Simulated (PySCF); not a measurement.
Which element holds H most strongly?

r²SCAN in PySCF with def2-TZVPPD on every atom (core potentials on Mo, Ru, In), for the lowest determinant that a PBE0 search found; no spin–orbit coupling. D0 is De less the harmonic zero-point energy.

```tsv
M	state (unpaired electrons)	Re (Å)	ωe (cm⁻¹)	D0(MH) (eV)
Ge	doublet (π ↑)	1.597	1899	2.84
B	singlet (closed shell)	1.241	2304	3.30
Ga	singlet (closed shell)	1.673	1598	2.82
In	singlet (closed shell)	1.848	1457	2.60
Ru	quartet (σ ↑, δ ↑↑)	1.574	2035	2.69
Mo	sextet (σ ↑, π ↑↑, δ ↑↑)	1.715	1774	2.31
As	triplet (π ↑↑)	1.528	2168	2.87
```

Task: Order the elements by D0 and give the energy of BH + Ru → RuH + B.

Result: B > As > Ge > Ga > Ru > In > Mo; ΔE = 3.30 − 2.69 = +0.61 eV at r²SCAN/def2-TZVPPD. Close neighbours can swap at other levels.

The metal atom is held in its measured ground configuration; semilocal functionals can put another filling of s and d lower by some tenths of an eV, and De to that atom would be smaller. Spin–orbit coupling is left out, which matters for elements this heavy, above all for dissociation energies. States were picked by a PBE0 search and need not be the measured ground states.
